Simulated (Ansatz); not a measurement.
This geometry of BClFH2N + H2O (9 atoms, charge 0, multiplicity 1) is a first-order saddle point.

Method: RKS PBE/def2-SVP (Ansatz 0.2.0).

```xyz
9
Properties=species:S:1:pos:R:3
B -0.105 0.262 0.249
N -0.073 0.049 1.795
H -0.755 -0.619 2.166
H 0.858 -0.163 2.175
F 1.091 0.109 -0.381
Cl -1.553 -0.544 -0.569
O -0.429 1.828 0.431
H -1.332 2.011 0.103
H -0.429 1.384 1.510
```

Task: Which two structures does it join? (They come from a converged band through this point; their orientation in space is the band's.)

Result: Bonds broken: O7–H9. Bonds formed: B1–O7, N2–H9. BClFH2N + H2O becomes BClFH4NO.

Image 0:

```xyz
9
Properties=species:S:1:pos:R:3
B 0.043 -0.279 0.279
N 0.051 -0.331 1.688
H -0.749 -0.662 2.225
H 0.916 -0.236 2.222
F 1.160 -0.047 -0.412
Cl -1.471 -0.621 -0.606
O -0.640 2.473 0.595
H -1.461 2.186 0.154
H -0.576 1.834 1.333
```

Image 8:

```xyz
9
Properties=species:S:1:pos:R:3
B -0.282 0.546 0.227
N 0.002 0.139 1.804
H -0.893 -0.100 2.256
H 0.626 -0.678 1.861
F 0.969 0.566 -0.374
Cl -1.301 -0.913 -0.411
O -0.967 1.772 0.340
H -1.310 2.050 -0.526
H 0.430 0.934 2.303
```

Task: How far does it lie above each of them?

Result: 4.9 kcal/mol above the first and 24.2 kcal/mol above the second. This is the barrier of this one path; another mechanism may lie lower. The orbitals stay closed-shell, which can raise the energy where a bond breaks towards radicals; this wasn't checked here.

The run took 7.8 min on 2 threads of Intel(R) Xeon(R) Processor @ 2.50GHz (Skylake/Cascade Lake), on a shared host, peak memory 0.14 GiB.
